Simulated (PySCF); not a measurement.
In(I) cation (IIn), SMILES [In][I] (connectivity only; charge and spin as stated), charge +1, multiplicity 2. Atoms are numbered in the order given.

```xyz
2

In     0.0000     0.0000    -1.7271
I      0.0000     0.0000     1.5968
```
Charge +1, spin multiplicity 2.

The structure is a stationary point at PBE0-D3(BJ)/def2-TZVP. The spin state was assumed, not searched. The def2 effective core potentials stand for the cores of I, In; spin–orbit coupling is left out.

Calculation: M06-2X/def2-TZVPD (PySCF).

Isolated molecule, no solvent.

Computed frontier levels, dipole moment:
```
Item                                                                Value
------------------------------------------------  -----------------------
α spin, highest occupied and lowest empty level       -13.76 and -6.21 eV
β spin, highest occupied and lowest empty level       -13.38 and -8.89 eV
dipole moment about the centre of nuclear charge                   4.57 D
⟨S²⟩                                              0.756 (pure state 0.75)
```
